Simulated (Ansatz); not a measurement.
1-butyl-3-methylimidazolium chloride, `CCCCn1cc[n+](C)c1.[Cl-]`, relaxed as a singlet with RKS PBE-D4/def2-SVP in Ansatz, starting from the GFN2-xTB geometry. Force threshold 0.03 eV/Å.

Start:

```csv
atom,x (Å),y (Å),z (Å)
C1,-3.088,-1.687,1.219
C2,-2.090,-0.536,1.165
C3,-2.009,0.073,-0.234
C4,-0.986,1.208,-0.317
N5,0.354,0.738,-0.084
C6,1.141,1.009,1.014
C7,2.378,0.540,0.760
N8,2.360,-0.039,-0.493
C9,3.514,-0.432,-1.250
C10,1.157,0.236,-1.055
H11,-4.083,-1.344,0.943
H12,-3.135,-2.105,2.222
H13,-2.796,-2.477,0.530
H14,-2.390,0.236,1.877
H15,-1.104,-0.899,1.463
H16,-1.740,-0.702,-0.954
H17,-2.987,0.465,-0.517
H18,-1.007,1.666,-1.310
H19,-1.214,1.976,0.425
H20,0.746,1.495,1.882
H21,3.264,0.548,1.360
H22,3.333,-1.386,-1.747
H23,4.368,-0.526,-0.584
H24,3.722,0.325,-2.011
H25,0.769,-0.343,-1.873
Cl26,1.522,1.960,-2.433
```

```csv
step,energy (eV),largest force component (eV/Å),SCF passes
1,-24011.4803,0.791,22
2,-24011.6684,0.409,21
3,-24011.6932,0.143,21
4,-24011.6971,0.081,22
5,-24011.7009,0.053,21
6,-24011.7029,0.054,21
7,-24011.7048,0.052,21
8,-24011.7060,0.057,21
9,-24011.7078,0.051,21
10,-24011.7087,0.054,21
11,-24011.7097,0.081,21
12,-24011.7103,0.083,21
13,-24011.7113,0.055,22
14,-24011.7119,0.026,22
15,-24011.7124,0.022,21
16,-24011.7127,0.024,21
17,-24011.7129,0.027,21
```

Force components are those of the run's own axes.

End:

```xyz
26

C    -3.1329   -1.7951    0.9605
C    -2.1056   -0.6690    1.0826
C    -1.9855    0.1843   -0.1845
C    -0.9441    1.3004   -0.0953
N     0.4095    0.8053    0.1402
C     1.3349    1.3445    1.0330
C     2.5606    0.8280    0.7173
N     2.3835   -0.0331   -0.3668
C     3.4315   -0.5487   -1.2280
C     1.0934    0.0932   -0.8118
H    -4.1474   -1.3972    0.7480
H    -3.1972   -2.3942    1.8915
H    -2.8725   -2.4896    0.1339
H    -2.3681   -0.0096    1.9407
H    -1.1080   -1.0954    1.3281
H    -1.7583   -0.4627   -1.0613
H    -2.9632    0.6584   -0.4207
H    -0.8970    1.8806   -1.0451
H    -1.1855    1.9917    0.7370
H     1.0315    2.0291    1.8301
H     3.5387    0.9727    1.1845
H     3.2415   -1.6118   -1.4782
H     4.4039   -0.4727   -0.7091
H     3.4330    0.0549   -2.1625
H     0.6181   -0.6566   -1.4517
Cl    1.1852    1.4925   -2.7124
```

By distances, no bond broke or formed. The bond that changes most is C6–H20, from 1.07 to 1.09 Å (atoms count from 1).

The force fell under the threshold at step 14, but the optimiser went on. No frequencies were taken in this run, so the end may be a saddle point.

Run time 50 s (4 threads of Arm Neoverse V2 on a shared host).
